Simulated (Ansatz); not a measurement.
The molecule LaO, multiplicity 2 (lowest of 2S+1 = 2, 4, 6 at CCSD(T)/def2-TZVPP on PBE0 minima; our sources give no spin for the ground state, which may be another). No spin–orbit coupling.

Constants: fifth-degree fit in 1/R to seven points, most abundant isotopes. In def2 and cc sets the state is the lowest found near the PBE0 minimum, followed along R.

Programs: Ansatz (a quantum-chemistry and plane-wave program).  In def2 rows elements past Kr take small-core potentials, without spin–orbit coupling.

Energies at wB97M-V/def2-TZVPP:

```
R (Å)       E (hartree)
--------  -------------
1.759063  -106.72187840
1.806350  -106.73057840
1.849854  -106.73478495
1.899032  -106.73589926
1.948210  -106.73382847
2.004954  -106.72826128
2.071155  -106.71843355
```

### Question
With a reduced mass of 14.3433 u, find the minimum, the force constant and the constants.

### Answer
A fifth-degree polynomial in 1/R puts the minimum at r_e = 1.8901 Å with force constant 594 N/m. Then ω_e = (1/2πc)√(k/μ) = 838 cm⁻¹ and B_e = h/(8π²cμr_e²) = 0.3290 cm⁻¹; the cubic and quartic terms give α_e = 0.0012 and ω_e x_e = 2.1 cm⁻¹.
